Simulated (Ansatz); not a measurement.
Breaking a bond: SiH (cation, charge +1), singlet.

Computed with: RKS-PBE = restricted PBE/def2-TZVP run with Ansatz (a first-principles code); UKS-PBE = unrestricted PBE/def2-TZVP in Ansatz; FCI = full CI/def2-TZVP, frozen core in Ansatz.

Energies relative to the lowest point of each curve near equilibrium, in kJ/mol; the last columns give the error against full CI:

```csv
R / Å,RKS-PBE,UKS-PBE,FCI,RKS-PBE − FCI,UKS-PBE − FCI
1.22,115.8,115.8,105.6,10.2,10.2
1.31,50.5,50.5,42.8,7.6,7.6
1.36,28.0,28.0,22.0,6.0,6.0
1.42,10.8,10.8,7.0,3.8,3.8
1.45,5.5,5.5,2.8,2.7,2.7
1.52,0.0,0.0,0.0,0.0,0.0
1.56,0.4,0.4,1.9,-1.5,-1.5
1.63,5.8,5.8,10.0,-4.2,-4.2
1.64,7.0,7.0,11.6,-4.5,-4.5
1.76,27.4,27.4,35.9,-8.5,-8.5
1.86,50.2,50.2,61.3,-11.1,-11.1
2.04,97.6,97.6,111.1,-13.5,-13.5
2.28,163.3,163.3,174.2,-10.9,-10.9
2.51,221.5,221.5,223.4,-1.9,-1.9
2.72,267.9,260.0,256.8,11.1,3.2
3.02,321.9,286.2,287.3,34.6,-1.1
3.34,364.5,296.9,304.1,60.4,-7.2
3.77,402.2,303.3,313.3,88.9,-10.0
4.17,422.9,306.6,316.2,106.7,-9.6
4.62,435.7,308.3,317.3,118.4,-8.9
5.44,443.7,308.3,317.7,126.0,-9.4
6.10,444.0,306.6,317.8,126.2,-11.2
```

RKS-PBE is furthest from FCI at 6.10 (126.2 kJ/mol, above); its mean absolute error over the points is 34.5 kJ/mol.

UKS-PBE is furthest from FCI at 2.04 (-13.5 kJ/mol, below); its mean absolute error over the points is 6.7 kJ/mol.

The restricted form behind RKS-PBE keeps the bonding electrons paired and can't separate into open-shell fragments. The unrestricted determinant behind UKS-PBE is spin-contaminated at 2.72 to 6.10 Å (<S²> up to 1.0, against 0.00 for a pure singlet).
